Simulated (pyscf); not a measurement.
## Insertion: :Ge=Se [singlet] + H₂Se -> Se=GeH–SeH

Gas phase, singlet surface, charge 0. Bonds broken: Se3–H4. Bonds formed: Ge1–Se3, Ge1–H4. PySCF, gas phase, ωB97X-D3(BJ)/def2-SVP geometries. MP2 and CC: frozen core, UHF for open shells. ΔMP2 is the change of the MP2 total energy from the triple- to the quadruple-zeta basis.

Transition state (Å):

```xyz
5

Ge    -0.0805     1.3127    -0.9883
Se     1.8834     1.7445    -1.7101
Se    -0.3697    -1.1126    -0.1262
H     -1.1062     0.7003     0.1106
H      0.8857    -1.0170     0.6291
```

One imaginary mode, 1298i cm⁻¹; descent along it reached the two sides named, in the forms told below.

```tsv
bond	change	reactant side (Å)	saddle	product side
Se3–H4	breaks	1.471	1.971	3.1
Ge1–Se3	forms	3.1	2.590	2.298
Ge1–H4	forms	4.1	1.623	1.536
```

Electronic energies relative to the separated reactants (kJ/mol):

```json
[
 {"level": "ωB97X-D3(BJ)/def2-TZVP", "barrier": "150.3", "reaction energy": "-76.9", "reverse barrier": "227.2"},
 {"level": "PBE/def2-TZVP", "barrier": "110.4", "reaction energy": "-46.9", "reverse barrier": "157.2"},
 {"level": "r²SCAN/def2-TZVP", "barrier": "116.3", "reaction energy": "-62.2", "reverse barrier": "178.5"},
 {"level": "B3LYP-D3(BJ)/def2-TZVP", "barrier": "139.2", "reaction energy": "-41.7", "reverse barrier": "180.8"},
 {"level": "PBE0-D3(BJ)/def2-TZVP", "barrier": "125.1", "reaction energy": "-64.0", "reverse barrier": "189.1"},
 {"level": "M06-2X/def2-TZVP", "barrier": "147.3", "reaction energy": "-60.7", "reverse barrier": "208.0"},
 {"level": "ωB97M-D3(BJ)/def2-TZVP", "barrier": "171.1", "reaction energy": "-37.7", "reverse barrier": "208.8"},
 {"level": "HF/def2-TZVP", "barrier": "242.2", "reaction energy": "-33.1", "reverse barrier": "275.2"},
 {"level": "MP2/def2-QZVPP", "barrier": "142.2", "reaction energy": "-55.3", "reverse barrier": "197.5"},
 {"level": "CCSD/def2-TZVPP", "barrier": "174.9", "reaction energy": "-45.3", "reverse barrier": "220.2"},
 {"level": "CCSD(T)/def2-TZVPP", "barrier": "156.6", "reaction energy": "-46.2", "reverse barrier": "202.8"},
 {"level": "CCSD(T)/def2-TZVPP + ΔMP2(QZVPP)", "barrier": "154.7", "reaction energy": "-42.7", "reverse barrier": "197.5"}
]
```

With CCSD(T)/def2-TZVPP + ΔMP2(QZVPP) energies and thermal terms (ideal gas, 1 atm, RRHO with modes under 100 cm⁻¹ raised to 100, one conformer, R ln 2 for chiral ones without a mode under 150 cm⁻¹), in kJ/mol:

| T (K) | ΔH‡ | ΔG‡ | ΔH | ΔG |
|---|---|---|---|---|
| 298 | 149.9 | 187.4 | -39.2 | +0.6 |
| 600 | 151.6 | 224.8 | -36.5 | +40.0 |
| 900 | 153.7 | 261.0 | -32.8 | +77.4 |
| 1200 | 155.7 | 296.5 | -29.0 | +113.6 |

On the reactant side the descent ends in a complex (not fully relaxed), 26.3 kJ/mol under the separated species and 176.7 kJ/mol under the saddle at ωB97X-D3(BJ)/def2-TZVP. One saddle was located; it need not be the lowest between these sides. The CCSD(T) − MP2 part came from Ansatz, without density fitting, on the same reference. The frozen core leaves the outer d or s,p core shells of the metals and heavy elements correlated in the MP2 and CC values, and def2-TZVPP describes them poorly, which can shift differences by a few kcal/mol. Elements up to Kr have no core potential and no relativistic terms here.
